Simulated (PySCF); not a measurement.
Constitutional and geometric isomers with formula H4B2N2. Gas-phase values, no solvent. One relaxed conformer stands for each flexible species; it need not be the lowest. Strings in code marks are SMILES.

These are PBE-D3(BJ)/def2-TZVP // PBE0-D4/def2-TZVP in PySCF values and carry that method's errors. All candidates: neutral, multiplicity 1. Excitations are Tamm–Dancoff values on a coarser integration grid. The basis has no diffuse functions, so Rydberg states are missing or too high.

```yaml
LUMO: -1.60 eV
S1 excitation (TDA): 5.36 eV
HOMO: -6.51 eV
```

**Question.** Name which member has these values.
(A) `B=NBN`
(B) `N=BBN`
(C) `BNB=N`

**Answer.** C, `BNB=N`. The others give `N=BBN`: -1.78 eV, 4.99 eV, -6.71 eV; `B=NBN`: -1.23 eV, 5.46 eV, -6.52 eV
